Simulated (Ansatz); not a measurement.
Sn(Me)2(Cl) (C2H6ClSn), SMILES [CH3][Sn+]([CH3])[Cl], charge +1. Atoms are numbered in the order given.

```xyz
10

Sn    -0.2131     0.1028    -0.1056
C     -1.7606    -1.3632    -0.3117
H     -1.3320    -2.1998    -0.8845
H     -2.6209    -0.9198    -0.8298
H     -2.0220    -1.6979     0.7032
C      0.1262     2.1111    -0.7677
H      0.7520     2.0444    -1.6717
H      0.6691     2.6318     0.0335
H     -0.8376     2.5870    -0.9934
Cl     1.5605    -0.6997     1.1427
```
Charge +1, spin multiplicity 1.

Geometry optimised at B3LYP-D3(BJ)/def2-SVP. The spin state was assumed, not searched. The isomer is the one that the SMILES or the coordinates give; other isomers of the formula were not compared. The def2 effective core potentials stand for the cores of Sn; spin–orbit coupling is left out.

Two levels are set side by side: PBE-D3(BJ)/def2-SVP (Ansatz, an electronic-structure program) and B3LYP-D3(BJ)/def2-SVP (Ansatz). Each level has its own optimised geometry; the coordinates shown are those of the second. Differences are taken from unrounded values.

| quantity | B3LYP-D3(BJ) |
|---|---|
| mean bond length (Å) | 1.466 |
| bond Sn1–C2 (Å) | 2.142 |
| bond Sn1–C6 (Å) | 2.142 |
| bond Sn1–Cl10 (Å) | 2.313 |
| bond C2–H3 (Å) | 1.101 |
| bond C2–H4 (Å) | 1.098 |
| bond C2–H5 (Å) | 1.100 |
| bond C6–H7 (Å) | 1.101 |
| bond C6–H8 (Å) | 1.099 |
| bond C6–H9 (Å) | 1.098 |

Question: What does PBE-D3(BJ) give, and how far is it from B3LYP-D3(BJ)? (An estimate is asked for; the answer gives what the named calculation found.)

Answer: 
```csv
quantity,PBE-D3(BJ),PBE-D3(BJ) minus B3LYP-D3(BJ)
mean bond length (Å),1.472,0.006
bond Sn1–C2 (Å),2.141,-0.001
bond Sn1–C6 (Å),2.141,-0.001
bond Sn1–Cl10 (Å),2.318,0.005
bond C2–H3 (Å),1.106,0.006
bond C2–H4 (Å),1.107,0.009
bond C2–H5 (Å),1.110,0.009
bond C6–H7 (Å),1.110,0.008
bond C6–H8 (Å),1.106,0.007
bond C6–H9 (Å),1.107,0.009
```

GGA bonds tend to be longer and softer than those of functionals with exact exchange. Differences between two approximate levels are no errors against the true value.
